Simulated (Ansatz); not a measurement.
A structure relaxed at PBE0-D4/def2-TZVP, charge 0, multiplicity 1:

Cartesian coordinates in Å:
```
C -1.550 -0.035 0.420
B -0.385 0.343 -0.527
Ge 1.563 -0.210 -0.130
F 2.648 0.534 -1.288
H -1.363 -0.832 1.143
H -1.724 0.887 1.003
H -2.492 -0.219 -0.102
H -0.598 1.015 -1.495
H 1.814 -1.727 -0.271
H 2.088 0.245 1.248
```

(1) Give its formula and SMILES.

(2) Summarise the bond lengths by kind.

Results:

(1) CH6BFGe, `C[BH][GeH2][F]`.

(2) 1 × B–C 1.548 Å; 3 × C–H 1.091 to 1.104 Å; 1 × B–Ge 2.063 Å; 1 × B–H 1.197 Å; 1 × F–Ge 1.753 Å; 2 × Ge–H 1.543 to 1.544 Å.

Computed with Ansatz.
